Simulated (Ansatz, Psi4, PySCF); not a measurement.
C₃H₈O₂, triplet, at the geometry of the source list (a higher spin typed on purpose: for a closed-shell molecule this is an excited state). Base run: PySCF with R2SCAN/cc-pVDZ.

PySCF was given this input:
```python
from pyscf import gto, scf, dft

mol = gto.Mole()
mol.atom = '''
    C     1.49740000    0.21070000    0.26420000
    C     0.09340000    0.38200000   -0.30340000
    O    -0.62200000    1.41610000    0.34790000
    C    -0.71930000   -0.91880000   -0.22110000
    O    -2.00020000   -0.74760000   -0.76880000
    H     2.03680000    1.15230000    0.20750000
    H     1.44840000   -0.10470000    1.30570000
    H     2.04010000   -0.54110000   -0.30040000
    H     0.14120000    0.70250000   -1.34960000
    H    -0.59560000    1.25210000    1.29830000
    H    -0.23270000   -1.71600000   -0.78560000
    H    -0.79530000   -1.23070000    0.83530000
    H    -2.29210000    0.14330000   -0.52990000
'''
mol.basis = 'cc-pvdz'
mol.spin = 2
mol.verbose = 4
mol.build()

mf = dft.UKS(mol)
mf.xc = 'r2scan'
mf.kernel()
```

The same geometry, method and basis name were run in Ansatz (a first-principles code) and Psi4 and PySCF, at each program's defaults and at the settings that a row names. The base is PySCF at its defaults. Differences at the defaults can come from grids, fitting, cores and function types together.

| code and settings | ΔE vs base (mEh) | basis functions | E (Eh) | SCF cycles | dipole (D) | outcome |
|---|---|---|---|---|---|---|
| PySCF, defaults (exact integrals, its default grid, spherical functions) | 0.000 | 110 | -269.17974 | 18 | 2.87 | converged |
| Psi4, defaults (density fitting with its default set, its default grid, spherical functions) | -0.219 | 110 | -269.17996 | 16 | 2.87 | converged |
| Ansatz, defaults (factorised integrals, its default grid, spherical functions) | -0.010 | 110 | -269.17975 | - | - | converged |
| PySCF, density fitting with def2-universal-jkfit | -0.129 | 110 | -269.17987 | 18 | 2.87 | converged |
| PySCF, fine grid | -0.013 | 110 | -269.17975 | 18 | 2.87 | converged |
| Psi4, exact integrals, spherical functions, fine grid | - | 110 | - | - | - | cut at the time limit |
| Ansatz, high accuracy | -0.002 | 110 | -269.17974 | - | - | converged |

Open shells are given as the SCF converged; they aren't shown to be the lowest states, and a large step between rows can be another state.
